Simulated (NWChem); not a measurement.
Everything below was run with NWChem. System: FNa, charge 0, spin multiplicity 1, at a geometry optimised with PBE0/def2-SVP. The structure started from a generated list of species. Level: TD-CAM-B3LYP/def2-SVPD.

Job file:

```
start mol
memory heap 200 mb stack 900 mb global 1100 mb
geometry units angstroms nocenter noautoz
  Na     0.000000     0.000000    -0.849713
  F      0.000000     0.000000     1.038538
  symmetry group C2v
end
basis spherical
  * library def2-svpd
end
dft
  xc xcamb88 1.00 lyp 0.81 vwn_5 0.19 hfexch 1.00
  cam 0.33 cam_alpha 0.19 cam_beta 0.46
  direct
  iterations 100
end
tddft
  rpa
  nroots 8
  notriplet
  thresh 1e-4
end
task tddft energy
```

Part of the output:

```
             Northwest Computational Chemistry Package (NWChem) 7.3.0
             --------------------------------------------------------

                                NWChem Input Module
                                -------------------

 Scaling coordinates for geometry "geometry" by  1.889725989
 (inverse scale =  0.529177249)

 Turning off AUTOSYM since
 SYMMETRY directive was detected!

                             Geometry "geometry" -> ""
                             -------------------------

 Output coordinates in angstroms (scale by  1.889725989 to convert to a.u.)

  No.       Tag          Charge          X              Y              Z
 ---- ---------------- ---------- -------------- -------------- --------------
    1 Na                  11.0000     0.00000000     0.00000000    -0.84971300
    2 F                    9.0000     0.00000000     0.00000000     1.03853800

 Effective nuclear repulsion energy (a.u.)      27.7444829374

            Nuclear Dipole moment (a.u.)
            ----------------------------
        X                 Y               Z
 ---------------- ---------------- ----------------
     0.0000000000     0.0000000000    -0.0000018897

      Symmetry information
      --------------------

 Group name             C2v
 Group number             16
 Group order               4
 No. of unique centers     2

      Symmetry unique atoms

     1    2


 Summary of "ao basis" -> "" (spherical)
 ------------------------------------------------------------------------------
       Tag                 Description            Shells   Functions and Types
 ---------------- ------------------------------  ------  ---------------------
 *                         def2-svpd                  on all atoms

                                 NWChem DFT Module
                                 -----------------

 Summary of "ao basis" -> "ao basis" (spherical)
 ------------------------------------------------------------------------------
       Tag                 Description            Shells   Functions and Types
 ---------------- ------------------------------  ------  ---------------------
 Na                        def2-svpd                 8       18   4s3p1d
 F                         def2-svpd                 9       23   4s3p2d

 Summary of "ao basis" -> "ao basis" (spherical)
 ------------------------------------------------------------------------------
       Tag                 Description            Shells   Functions and Types
 ---------------- ------------------------------  ------  ---------------------
 Na                        def2-svpd                 8       18   4s3p1d
 F                         def2-svpd                 9       23   4s3p2d

      Symmetry analysis of basis
      --------------------------

        a1         20
        a2          3
        b1          9
        b2          9

  int_init: cando_txs set to always be  F

            General Information
            -------------------
          SCF calculation type: DFT
          Wavefunction type:  closed shell.
          No. of atoms     :     2
          No. of electrons :    20
           Alpha electrons :    10
            Beta electrons :    10
          Charge           :     0
          Spin multiplicity:     1
          Use of symmetry is: off; symmetry adaption is: on
          Maximum number of iterations: 100
          This is a Direct SCF calculation.
          AO basis - number of functions:    41
                     number of shells:    17
          Convergence on energy requested:  1.00D-06
          Convergence on density requested:  1.00D-05
          Convergence on gradient requested:  5.00D-04

              XC Information
              --------------
                     Hartree-Fock (Exact) Exchange  1.000
                   CAM-Becke88 Exchange Functional  1.000
                      VWN V Correlation Functional  0.190 local
              Lee-Yang-Parr Correlation Functional  0.810

           Range-Separation Parameters
           ---------------------------
           Alpha           :  0.19
           Beta            :  0.46
           Gamma           :  0.33
           Short-Range HF  :     F

             Grid Information
             ----------------
          Grid used for XC integration:  medium
          Radial quadrature: Mura-Knowles
          Angular quadrature: Lebedev.
          Tag              B.-S. Rad. Rad. Pts. Rad. Cut. Ang. Pts.
          ---              ---------- --------- --------- ---------
          Na                  1.80       88          12.0       434
          F                   0.50       49          11.0       434
          Grid pruning is: on
          Number of quadrature shells:   137
          Spatial weights used:  Erf1

          Convergence Information
          -----------------------
          Convergence aids based upon iterative change in
          total energy or number of iterations.
          Levelshifting, if invoked, occurs when the
          HOMO/LUMO gap drops below (HL_TOL):  1.00D-02
          DIIS, if invoked, will attempt to extrapolate
          using up to (NFOCK): 10 stored Fock matrices.

                    Damping( 0%)  Levelshifting(0.5)       DIIS
                  --------------- ------------------- ---------------
          dE  on:    start            ASAP                start
          dE off:    2 iters        100 iters           100 iters

      Screening Tolerance Information
      -------------------------------
          Density screening/tol_rho:  1.00D-10
          AO Gaussian exp screening on grid/accAOfunc:  14
[...]
  Root   1 singlet b1             0.169945736 a.u.                4.6245 eV
  ----------------------------------------------------------------------------
     Transition Moments    X  0.34570   Y -0.00003   Z -0.00000
     Transition Moments   XX  0.00000  XY  0.00000  XZ  0.16111
     Transition Moments   YY  0.00000  YZ -0.00002  ZZ -0.00000
     Dipole Oscillator Strength                    0.0135403640
     Electric Quadrupole                           0.0000000007
     Magnetic Dipole                               0.0000000195
     Total Oscillator Strength                     0.0135403841

          sigma_e =   2.2720 Angstrom
          sigma_h =   0.8060 Angstrom
         |d_h->e| =   2.5497 Angstrom
            d_exc =   3.5079 Angstrom
            d_CD1 =   4.0157 Angstrom
            d_CD2 =   1.0107 Angstrom
            d_CD3 =   6.0577 Angstrom
     Pearson C.C. =   0.0020

     Occ.   10  b1  ---  Virt.   11  a1   0.96962 X
     Occ.   10  b1  ---  Virt.   14  a1   0.19295 X
     Occ.   10  b1  ---  Virt.   15  a1   0.06840 X
     Occ.   10  b1  ---  Virt.   18  a1   0.13090 X
  ----------------------------------------------------------------------------
  Root   2 singlet b2             0.169945741 a.u.                4.6245 eV
  ----------------------------------------------------------------------------
     Transition Moments    X -0.00003   Y -0.34575   Z  0.00000
     Transition Moments   XX -0.00000  XY  0.00000  XZ -0.00002
     Transition Moments   YY -0.00000  YZ -0.16118  ZZ  0.00000
     Dipole Oscillator Strength                    0.0135437852
     Electric Quadrupole                           0.0000000007
     Magnetic Dipole                               0.0000000195
     Total Oscillator Strength                     0.0135438054

          sigma_e =   2.2721 Angstrom
          sigma_h =   0.8060 Angstrom
         |d_h->e| =   2.5497 Angstrom
            d_exc =   3.5079 Angstrom
            d_CD1 =   4.0157 Angstrom
            d_CD2 =   1.0107 Angstrom
            d_CD3 =   6.0577 Angstrom
     Pearson C.C. =   0.0020

     Occ.    9  b2  ---  Virt.   11  a1  -0.96963 X
     Occ.    9  b2  ---  Virt.   14  a1  -0.19291 X
     Occ.    9  b2  ---  Virt.   15  a1  -0.06837 X
     Occ.    9  b2  ---  Virt.   18  a1  -0.13095 X
  ----------------------------------------------------------------------------
  Root   3 singlet a1             0.183728798 a.u.                4.9995 eV
  ----------------------------------------------------------------------------
     Transition Moments    X -0.00000   Y  0.00000   Z -0.63242
     Transition Moments   XX  0.23770  XY -0.00000  XZ  0.00000
     Transition Moments   YY  0.23770  YZ -0.00000  ZZ -0.09749
     Dipole Oscillator Strength                    0.0489891120
     Electric Quadrupole                           0.0000000012
     Magnetic Dipole                               0.0000000000
     Total Oscillator Strength                     0.0489891133

          sigma_e =   2.3510 Angstrom
          sigma_h =   0.8150 Angstrom
         |d_h->e| =   2.5624 Angstrom
            d_exc =   3.5700 Angstrom
            d_CD1 =   4.0983 Angstrom
            d_CD2 =   0.9794 Angstrom
            d_CD3 =   6.1324 Angstrom
     Pearson C.C. =   0.0031

     Occ.    8  a1  ---  Virt.   11  a1  -0.96816 X
     Occ.    8  a1  ---  Virt.   14  a1  -0.18724 X
     Occ.    8  a1  ---  Virt.   15  a1  -0.05186 X
     Occ.    8  a1  ---  Virt.   18  a1  -0.09930 X
     Occ.    9  b2  ---  Virt.   13  b2  -0.06686 X
     Occ.   10  b1  ---  Virt.   12  b1  -0.06686 X
  ----------------------------------------------------------------------------
  Root   4 singlet a1             0.241693162 a.u.                6.5768 eV
  ----------------------------------------------------------------------------
     Transition Moments    X -0.00000   Y  0.00000   Z  0.00000
     Transition Moments   XX -0.80383  XY  0.00000  XZ  0.00000
     Transition Moments   YY  0.80383  YZ -0.00000  ZZ  0.00000
     Dipole Oscillator Strength                    0.0000000000
     Electric Quadrupole                           0.0000000486
     Magnetic Dipole                               0.0000000000
     Total Oscillator Strength                     0.0000000486

          sigma_e =   3.4456 Angstrom
          sigma_h =   0.8059 Angstrom
         |d_h->e| =   2.0104 Angstrom
            d_exc =   4.0691 Angstrom
            d_CD1 =   4.6500 Angstrom
            d_CD2 =  -0.1154 Angstrom
            d_CD3 =   6.0794 Angstrom
     Pearson C.C. =   0.0011

     Occ.    9  b2  ---  Virt.   13  b2   0.68167 X
     Occ.    9  b2  ---  Virt.   17  b2   0.17603 X
     Occ.    9  b2  ---  Virt.   20  b2   0.06446 X
     Occ.   10  b1  ---  Virt.   12  b1  -0.68167 X
     Occ.   10  b1  ---  Virt.   16  b1  -0.17603 X
     Occ.   10  b1  ---  Virt.   19  b1  -0.06446 X
  ----------------------------------------------------------------------------
  Root   5 singlet a2             0.241698562 a.u.                6.5770 eV
  ----------------------------------------------------------------------------
     Transition Moments    X  0.00000   Y  0.00000   Z  0.00000
     Transition Moments   XX -0.00000  XY  0.80385  XZ -0.00000
     Transition Moments   YY -0.00000  YZ -0.00000  ZZ  0.00000
     Dipole Oscillator Strength                    0.0000000000
     Electric Quadrupole                           0.0000000486
     Magnetic Dipole                               0.0000000000
     Total Oscillator Strength                     0.0000000486

          sigma_e =   3.4457 Angstrom
          sigma_h =   0.8059 Angstrom
         |d_h->e| =   2.0103 Angstrom
            d_exc =   4.0692 Angstrom
            d_CD1 =   4.6501 Angstrom
            d_CD2 =  -0.1155 Angstrom
            d_CD3 =   6.0795 Angstrom
     Pearson C.C. =   0.0011

     Occ.    9  b2  ---  Virt.   12  b1   0.68169 X
     Occ.    9  b2  ---  Virt.   16  b1   0.17599 X
     Occ.    9  b2  ---  Virt.   19  b1   0.06447 X
     Occ.   10  b1  ---  Virt.   13  b2   0.68168 X
     Occ.   10  b1  ---  Virt.   17  b2   0.17599 X
     Occ.   10  b1  ---  Virt.   20  b2   0.06447 X
  ----------------------------------------------------------------------------
  Root   6 singlet a2             0.242234451 a.u.                6.5915 eV
  ----------------------------------------------------------------------------
     Transition Moments    X -0.00000   Y -0.00000   Z -0.00000
     Transition Moments   XX  0.00000  XY -0.00000  XZ  0.00000
     Transition Moments   YY -0.00000  YZ  0.00000  ZZ  0.00000
     Dipole Oscillator Strength                    0.0000000000
     Electric Quadrupole                           0.0000000000
     Magnetic Dipole                               0.0000000000
     Total Oscillator Strength                     0.0000000000

          sigma_e =   3.4242 Angstrom
          sigma_h =   0.8059 Angstrom
         |d_h->e| =   2.0041 Angstrom
            d_exc =   4.0485 Angstrom
            d_CD1 =   4.6223 Angstrom
            d_CD2 =  -0.1110 Angstrom
            d_CD3 =   6.0526 Angstrom
     Pearson C.C. =   0.0000

     Occ.    9  b2  ---  Virt.   12  b1   0.67913 X
     Occ.    9  b2  ---  Virt.   16  b1   0.18226 X
     Occ.    9  b2  ---  Virt.   19  b1   0.07351 X
     Occ.   10  b1  ---  Virt.   13  b2  -0.67914 X
     Occ.   10  b1  ---  Virt.   17  b2  -0.18226 X
     Occ.   10  b1  ---  Virt.   20  b2  -0.07351 X
  ----------------------------------------------------------------------------
  Root   7 singlet b1             0.249819198 a.u.                6.7979 eV
  ----------------------------------------------------------------------------
     Transition Moments    X -0.22762   Y  0.00000   Z  0.00000
     Transition Moments   XX -0.00000  XY  0.00000  XZ  0.59394
     Transition Moments   YY -0.00000  YZ -0.00000  ZZ  0.00000
     Dipole Oscillator Strength                    0.0086286287
     Electric Quadrupole                           0.0000000293
     Magnetic Dipole                               0.0000000174
     Total Oscillator Strength                     0.0086286753

          sigma_e =   3.4336 Angstrom
          sigma_h =   0.8145 Angstrom
         |d_h->e| =   2.0187 Angstrom
            d_exc =   4.0653 Angstrom
            d_CD1 =   4.6378 Angstrom
            d_CD2 =  -0.1053 Angstrom
            d_CD3 =   6.0841 Angstrom
     Pearson C.C. =   0.0002

     Occ.    8  a1  ---  Virt.   12  b1   0.95896 X
     Occ.    8  a1  ---  Virt.   16  b1   0.25484 X
     Occ.    8  a1  ---  Virt.   19  b1   0.09297 X
     Occ.   10  b1  ---  Virt.   14  a1   0.07281 X
  ----------------------------------------------------------------------------
  Root   8 singlet a1             0.250995680 a.u.                6.8299 eV
  ----------------------------------------------------------------------------
     Transition Moments    X  0.00000   Y -0.00000   Z  0.30990
     Transition Moments   XX -1.11419  XY -0.00000  XZ -0.00000
     Transition Moments   YY -1.11419  YZ  0.00000  ZZ  0.54073
     Dipole Oscillator Strength                    0.0160704037
     Electric Quadrupole                           0.0000000769
     Magnetic Dipole                               0.0000000000
     Total Oscillator Strength                     0.0160704806

          sigma_e =   3.6899 Angstrom
          sigma_h =   0.8061 Angstrom
         |d_h->e| =   2.1460 Angstrom
            d_exc =   4.3393 Angstrom
            d_CD1 =   5.0298 Angstrom
            d_CD2 =  -0.1020 Angstrom
            d_CD3 =   6.4853 Angstrom
     Pearson C.C. =   0.0068

     Occ.    8  a1  ---  Virt.   11  a1   0.09776 X
     Occ.    8  a1  ---  Virt.   14  a1   0.06477 X
     Occ.    8  a1  ---  Virt.   15  a1  -0.07601 X
     Occ.    8  a1  ---  Virt.   21  a1   0.05945 X
     Occ.    9  b2  ---  Virt.   13  b2  -0.68774 X
     Occ.    9  b2  ---  Virt.   17  b2  -0.12262 X
     Occ.   10  b1  ---  Virt.   12  b1  -0.68774 X
     Occ.   10  b1  ---  Virt.   16  b1  -0.12262 X

              Target root =      1
          Target symmetry = none
      Ground state energy =   -262.019596093526
        Excitation energy =      0.169945736405
     Excited state energy =   -261.849650357121

  stored tddft:energy   -261.84965035712082

 Task  times  cpu:       15.1s     wall:       15.1s

 Total times  cpu:       15.1s     wall:       15.1s
```
